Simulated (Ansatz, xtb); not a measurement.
# Isomers of CH4AlF2N in order of energy

4 gas-phase structures of CH4AlF2N, found in a search over its isomers (lower ones may exist). Each was relaxed with GFN2-xTB; where two conformers were screened, the lower at r2SCAN-D4/def2-SVP is listed:

A. `C=[NH+][AlH-]([F])[F]`, a singlet
B. `[F][Al-]1([F])[CH2][NH2+]1`, a singlet
C. `N[CH2][Al]([F])[F]`, a singlet
D. `C[NH][Al]([F])[F]`, a singlet

Problem. Which do you expect lowest at r2SCAN-D4/def2-SVP, and how would the others follow?

Solution. Calculated order at r2SCAN-D4/def2-SVP: D (0.000), B (0.599), A (0.745), C (1.158) eV.

Energies above the lowest of each column, in eV; the last columns are at PBE0-D3(BJ)/def2-SVP geometries and were run for some of them only (a dash: not run or not comparable):

```json
{"structure": "D", "GFN2-xTB": "0.000", "HF/STO-3G": "0.000", "r2SCAN-D4/def2-SVP": "0.000", "PBE0-D3(BJ)/def2-SVP": "0.000", "CCSD(T)/def2-SVP + ΔMP2/def2-TZVPP": "0.000"}
{"structure": "B", "GFN2-xTB": "1.017", "HF/STO-3G": "0.779", "r2SCAN-D4/def2-SVP": "0.599", "PBE0-D3(BJ)/def2-SVP": "0.554", "CCSD(T)/def2-SVP + ΔMP2/def2-TZVPP": "0.664"}
{"structure": "A", "GFN2-xTB": "0.291", "HF/STO-3G": "1.824", "r2SCAN-D4/def2-SVP": "0.745", "PBE0-D3(BJ)/def2-SVP": "0.677", "CCSD(T)/def2-SVP + ΔMP2/def2-TZVPP": "0.657"}
{"structure": "C", "GFN2-xTB": "1.063", "HF/STO-3G": "1.377", "r2SCAN-D4/def2-SVP": "1.158", "PBE0-D3(BJ)/def2-SVP": "–", "CCSD(T)/def2-SVP + ΔMP2/def2-TZVPP": "–"}
```

Every level run on D puts it lowest or level with the lowest. CCSD(T)/def2-SVP + ΔMP2/def2-TZVPP orders those it was run on as D (0.000), A (0.657), B (0.664) eV. Less than 1 kcal/mol parts A and B, so the order within that pair means little. Flexible structures stand in one conformer each, not always the lowest. Frequencies (PBE0-D3(BJ)/def2-SVP) were run for A, B, D alone. The ΔMP2 step shifts differences by up to 0.198 eV, which makes them less sure. ΔMP2 is the change of the MP2 energy from the smaller to the larger basis.

Over these structures GFN2-xTB departs from r2SCAN-D4/def2-SVP by 0.242 eV on average once a common shift is removed. A GFN2-xTB relaxation took about 0.32 s and the r2SCAN-D4/def2-SVP energy about 5.6 s on a shared host (Ansatz 0.2.0, xtb 6.7.1).
